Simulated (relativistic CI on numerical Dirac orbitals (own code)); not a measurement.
d2 in a ligand field

Computed with a parametric ligand-field model of a d^n configuration (Racah B and C, spin-orbit zeta, crystal field), exact diagonalisation.

Field parameters in Wybourne normalisation: Oh B⁴₀ = 21Dq, B⁴₄ = √(5/14) B⁴₀; Td as Oh with Dq negative (B⁴₀ = 21Dq, B⁴₄ = √(5/14) B⁴₀). The field is a parameter set, without covalency.

(1) Ground term and bands for B = 660, C = 2460, ζ = 0 cm⁻¹, Td, 10Dq = -6300 cm⁻¹?

(2) A d2 ion in Oh symmetry has the ground term 3T1 and bands at 1T2 11356 cm⁻¹ (881 nm), 1E 11648 cm⁻¹ (859 nm), 3T2 11691 cm⁻¹ (855 nm), 3T1 22232 cm⁻¹ (450 nm), 1A1 23326 cm⁻¹ (429 nm), 3A2 24691 cm⁻¹ (405 nm). Which parameters reproduce them?

(3) Ground term and bands for B = 900, C = 3900, ζ = 0 cm⁻¹, Td, 10Dq = -3750 cm⁻¹?

(4) Ground term and bands for B = 980, C = 4060, ζ = 0 cm⁻¹, Oh, 10Dq = 29700 cm⁻¹?

(5) Ground term and bands for B = 320, C = 1140, ζ = 0 cm⁻¹, Td, 10Dq = -7950 cm⁻¹?

Results:

(1) Ground term 3A2 with 2.00 electrons in the two orbitals of the cubic e set. Spin-allowed: 3T2 6300 cm⁻¹ (1587 nm), 3T1 10436 cm⁻¹ (958 nm), 3T1 18364 cm⁻¹ (545 nm). Lowest spin-forbidden: 1E 9817 cm⁻¹ (1019 nm), 1T2 15816 cm⁻¹ (632 nm), 1A1 16229 cm⁻¹ (616 nm). With an A2 ground term the first spin-allowed band lies at |10Dq| itself.

(2) B = 790, C = 3070, ζ = 0 cm⁻¹, Oh, 10Dq = 13000 cm⁻¹.

(3) Ground term 3A2 with 2.00 electrons in the two orbitals of the cubic e set. Spin-allowed: 3T2 3750 cm⁻¹ (2667 nm), 3T1 6553 cm⁻¹ (1526 nm), 3T1 18197 cm⁻¹ (550 nm). Lowest spin-forbidden: 1E 13969 cm⁻¹ (716 nm), 1T2 17186 cm⁻¹ (582 nm), 1A1 21157 cm⁻¹ (473 nm). With an A2 ground term the first spin-allowed band lies at |10Dq| itself.

(4) Ground term 3T1 with 0.02 electrons in the two orbitals of the cubic e set. Spin-allowed: 3T2 27638 cm⁻¹ (362 nm), 3T1 40275 cm⁻¹ (248 nm), 3A2 57338 cm⁻¹ (174 nm). Lowest spin-forbidden: 1T2 14482 cm⁻¹ (691 nm), 1E 14681 cm⁻¹ (681 nm), 1A1 32075 cm⁻¹ (312 nm).

(5) Ground term 3A2 with 2.00 electrons in the two orbitals of the cubic e set. Spin-allowed: 3T2 7950 cm⁻¹ (1258 nm), 3T1 11145 cm⁻¹ (897 nm), 3T1 17505 cm⁻¹ (571 nm). Lowest spin-forbidden: 1E 4765 cm⁻¹ (2099 nm), 1A1 8663 cm⁻¹ (1154 nm), 1T2 12644 cm⁻¹ (791 nm). With an A2 ground term the first spin-allowed band lies at |10Dq| itself.
